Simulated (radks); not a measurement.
The numbers below are computed, except where a source is named.
Ca2+, 18 electrons, occupied as [Ar]. Code: a radial shooting solver on a logarithmic mesh with Libxc functionals. Model: non-relativistic Kohn-Sham, TPSS, spin-polarised, spherical densities, point nucleus; meta-GGA in the generalised Kohn-Sham scheme. Some entries of the table are withheld. Estimate them.

orbital  occ.  eigenvalue (hartree)  r(max) (bohr)
1s          2             -145.3128        0.05081
2s          2             -15.73960         0.3015
2p          6             -12.88771         0.2471
3s          2                   (1)         0.9950
3p          6              -1.59072            (2)

Answer. 
(1) 3s eigenvalue (hartree): -2.29438
(2) 3p r(max) (bohr): 1.042
